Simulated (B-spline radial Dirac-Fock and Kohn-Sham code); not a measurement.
## 2p3/2 emission of Ti⁴⁺

System: the Ti⁴⁺ ion, [Ne] 3s2 3p6.

The computed values come from a radial finite-basis atomic code: a relativistic independent-particle model: LDA orbitals of the hole state, radiative multipoles to third order, Auger rates from the Coulomb interaction with a continuum orbital, Dirac-Fock energies.

```
 line  multipole  energy (eV)  width (meV)  share (%)
   Lℓ         E1        399.0       0.0845       99.9
L3-M2         E2        429.7     4.97e-05     0.0588
L3-M3         E2        430.4     4.89e-05     0.0578
```

The listed lines hold 100.0 % of the radiative rate. The radiative width is 8.46e-05 eV in the length form and 9.34e-05 eV in the velocity form; the two differ because the transition energies are not eigenvalue differences of the potential that gave the orbitals.
